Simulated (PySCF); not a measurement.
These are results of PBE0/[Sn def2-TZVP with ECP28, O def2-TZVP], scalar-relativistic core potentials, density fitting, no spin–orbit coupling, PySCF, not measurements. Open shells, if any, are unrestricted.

Problem. What shape and geometry does isolated singlet SnO₂ take (every ligand bound to Sn)?

Solution. Counting electrons, tin keeps none of its valence electrons outside its bonds, so the VSEPR class is AX2 and the expected shape is linear (D∞h), as computed. The lowest minimum found is a singlet of D∞h symmetry with Sn–O 1.799 Å (×2); O–Sn–O 180.0°. Its harmonic wavenumbers are 162 (πu), 805 (σg+), 918 (σu+) cm⁻¹ and its dipole moment is 0.00 D.
